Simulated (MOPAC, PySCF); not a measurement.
H3GaO3, SMILES `[OH][Ga]([OH])[OH]`, neutral singlet in the gas phase. 

Z-matrix (Å, degrees):
```
Ga
O 1 1.7796
H 2 0.9601 1 115.32
O 1 1.7796 2 120.01 3 0.02
H 4 0.9601 1 115.32 2 179.92
O 1 1.7796 2 120.00 3 -179.97
H 6 0.9601 1 115.31 2 -0.07
```
Charge 0, multiplicity 1.

All levels are single points at this geometry (M06-2X/def2-TZVP); Pople sets use spherical d functions. Orbital energies aren't observables, and empty levels follow the basis.

```json
[
 {"level": "B3LYP-D3(BJ)/def2-TZVP in PySCF", "HOMO (eV)": "-8.65", "LUMO (eV)": "-1.31", "gap (eV)": "7.34", "dipole (D)": "0.00", "vertical IE, Delta-SCF (eV)": "11.16"},
 {"level": "M06-2X/def2-TZVP in PySCF", "HOMO (eV)": "-10.75", "LUMO (eV)": "-0.18", "gap (eV)": "10.57", "dipole (D)": "0.00", "vertical IE, Delta-SCF (eV)": "11.89"},
 {"level": "PBE-D3(BJ)/def2-TZVP in PySCF", "HOMO (eV)": "-7.19", "LUMO (eV)": "-1.87", "gap (eV)": "5.32", "dipole (D)": "0.00", "vertical IE, Delta-SCF (eV)": "–"},
 {"level": "BP86/6-31G* in PySCF", "HOMO (eV)": "-6.92", "LUMO (eV)": "-1.82", "gap (eV)": "5.10", "dipole (D)": "0.00", "vertical IE, Delta-SCF (eV)": "–"},
 {"level": "M06-2X/6-31G* in PySCF", "HOMO (eV)": "-10.36", "LUMO (eV)": "-0.16", "gap (eV)": "10.21", "dipole (D)": "0.00", "vertical IE, Delta-SCF (eV)": "–"},
 {"level": "PBE/6-31G* in PySCF", "HOMO (eV)": "-6.80", "LUMO (eV)": "-1.80", "gap (eV)": "5.00", "dipole (D)": "0.00", "vertical IE, Delta-SCF (eV)": "–"},
 {"level": "SVWN5/6-31G* in PySCF", "HOMO (eV)": "-6.98", "LUMO (eV)": "-2.00", "gap (eV)": "4.98", "dipole (D)": "0.00", "vertical IE, Delta-SCF (eV)": "–"},
 {"level": "HF/3-21G in PySCF", "HOMO (eV)": "-12.62", "LUMO (eV)": "2.71", "gap (eV)": "15.33", "dipole (D)": "0.00", "vertical IE, Delta-SCF (eV)": "–"},
 {"level": "HF/6-31G* in PySCF", "HOMO (eV)": "-13.25", "LUMO (eV)": "2.12", "gap (eV)": "15.37", "dipole (D)": "0.00", "vertical IE, Delta-SCF (eV)": "10.35"},
 {"level": "HF/STO-3G in PySCF", "HOMO (eV)": "-7.90", "LUMO (eV)": "6.85", "gap (eV)": "14.75", "dipole (D)": "0.00", "vertical IE, Delta-SCF (eV)": "–"},
 {"level": "AM1 in MOPAC", "HOMO (eV)": "-11.87", "LUMO (eV)": "-2.07", "gap (eV)": "9.80", "dipole (D)": "0.00", "vertical IE, Delta-SCF (eV)": "–"},
 {"level": "PM6 in MOPAC", "HOMO (eV)": "-12.14", "LUMO (eV)": "-1.50", "gap (eV)": "10.65", "dipole (D)": "0.00", "vertical IE, Delta-SCF (eV)": "–"},
 {"level": "PM7 in MOPAC", "HOMO (eV)": "-12.15", "LUMO (eV)": "-0.64", "gap (eV)": "11.51", "dipole (D)": "0.00", "vertical IE, Delta-SCF (eV)": "–"}
]
```
